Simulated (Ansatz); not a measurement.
Program: Ansatz. Geometries: PBE0-D4/def2-TZVP. ΔE: electronic, gas phase. CCSD(T)/CBS adds triple-zeta CCSD(T) − MP2 to the extrapolated MP2 energy (def2 sets, frozen cores). DFT in def2-TZVPP. B3LYP here is the variant with VWN-RPA as its local correlation; programs differ in this. Each species was taken in one conformer, which may not be the lowest.

`O[SiH](O)N[SiH](O)Cl` + `CNC` → `CN(C)[SiH](O)O` + `N[SiH](O)Cl`  (ligand exchange at the Si–N bond)

```json
{"level": "PBE-D4", "ΔE (kcal/mol)": "3.4", "difference from CCSD(T)/CBS": "0.0"}
{"level": "PBE0-D4", "ΔE (kcal/mol)": "3.6", "difference from CCSD(T)/CBS": "0.2"}
{"level": "ωB97X-V", "ΔE (kcal/mol)": "3.4", "difference from CCSD(T)/CBS": "0.0"}
{"level": "PBE0", "ΔE (kcal/mol)": "3.4", "difference from CCSD(T)/CBS": "0.0"}
{"level": "B3LYP", "ΔE (kcal/mol)": "3.4", "difference from CCSD(T)/CBS": "0.0"}
{"level": "MP2/def2-TZVPP", "ΔE (kcal/mol)": "3.0", "difference from CCSD(T)/CBS": "-0.4"}
{"level": "CCSD/def2-TZVPP", "ΔE (kcal/mol)": "3.5", "difference from CCSD(T)/CBS": "0.1"}
{"level": "HF/def2-QZVPP", "ΔE (kcal/mol)": "4.2", "difference from CCSD(T)/CBS": "0.8"}
{"level": "MP2/def2-QZVPP", "ΔE (kcal/mol)": "2.9", "difference from CCSD(T)/CBS": "-0.5"}
{"level": "SCS-MP2/def2-QZVPP", "ΔE (kcal/mol)": "3.1", "difference from CCSD(T)/CBS": "-0.3"}
{"level": "CCSD(T)/CBS", "ΔE (kcal/mol)": "3.4", "difference from CCSD(T)/CBS": "0"}
```

Largest T1 diagnostic among the species: 0.011.

In def2-TZVPP, CCSD(T) changes the Hartree–Fock value by −0.8 kcal/mol (the triples alone add −0.0 kcal/mol) and MP2 by −1.2 kcal/mol.
